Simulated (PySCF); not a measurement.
# Radial density of Ir⁵³⁺ (iridium, charge +53)

revPBE, [Ar] 3d6, high-spin 5D determinant. Computed with PySCF 2.14 in an even-tempered Gaussian basis (17 s from 13 bohr⁻², ratio 2.5; 13 p from 17 bohr⁻², ratio 2.5; 7 d from 17 bohr⁻², ratio 2.5; 4 f from 66 bohr⁻², ratio 2.7; 3 g from 98 bohr⁻², ratio 2.7), with the spin-free X2C one-electron Hamiltonian (Gaussian nucleus).

| r (bohr) | 4πr²ρ (e/bohr) | 4πr²(ρα − ρβ) |
| --- | --- | --- |
| 0.0149 | 102.7 | 0.0122 |
| 0.0251 | 93.32 | 0.2042 |
| 0.0422 | 128.7 | 1.9033 |
| 0.0710 | 115.7 | 10.5029 |
| 0.119 | 86.20 | 25.6046 |
| 0.201 | 73.06 | 16.6871 |
| 0.338 | 5.783 | 1.2243 |
| 0.568 | 0.01947 | 0.0049 |

Densities and radii are taken from the X2C orbitals without a picture-change correction, which distorts them close to the nucleus.

Spin-orbit coupling is strong in this species (close to jj coupling), so the high-spin LS determinant is a model state, not a physical level.
